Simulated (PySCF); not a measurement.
C₃H₆F₂Si, SMILES [SiH2](/C=C(/C)F)F.

Geometry optimised at PBE0-D3(BJ)/def2-SVP. The structure was generated by enumeration; whether it is a known compound was not checked. One conformer was computed; it need not be the lowest.

These are TDDFT-CAM-B3LYP/def2-SVPD (PySCF) values and carry that method's errors.

Vertical excitations. Isolated molecule, no solvent.

Computed UV-visible absorptions:
```csv
state,energy (eV),λ (nm),f,main pairs
S1,6.82,182,0.341,"HOMO→LUMO 71 %, HOMO→LUMO+1 21 %"
S2,6.83,182,0.133,"HOMO→LUMO+1 55 %, HOMO→LUMO 27 %, HOMO→LUMO+2 11 %"
S3,7.25,171,0.000,"HOMO→LUMO+2 76 %, HOMO→LUMO+1 16 %"
S4,7.57,164,0.002,HOMO−1→LUMO 93 %
S5,8.17,152,0.008,HOMO→LUMO+3 87 %
S6,8.30,149,0.000,HOMO→LUMO+5 66 %
S7,8.42,147,0.015,"HOMO→LUMO+4 75 %, HOMO→LUMO+5 12 %"
S8,8.53,145,0.007,"HOMO−1→LUMO+2 52 %, HOMO−1→LUMO+1 31 %, HOMO−2→LUMO 8 %"
S9,8.58,144,0.009,"HOMO−2→LUMO+2 55 %, HOMO−2→LUMO+1 21 %, HOMO→LUMO+5 9 %"
S10,8.77,141,0.046,HOMO−2→LUMO 88 %
T1,4.16,298,0,HOMO→LUMO 92 %
T2,6.67,186,0,"HOMO→LUMO+1 72 %, HOMO→LUMO+2 14 %"
T3,7.03,176,0,HOMO−1→LUMO 80 %
T4,7.09,175,0,"HOMO→LUMO+2 62 %, HOMO−1→LUMO 13 %, HOMO→LUMO+1 12 %"
```
Triplets are in the Tamm–Dancoff approximation, which puts them higher than full response would, so one can lie above its singlet here.
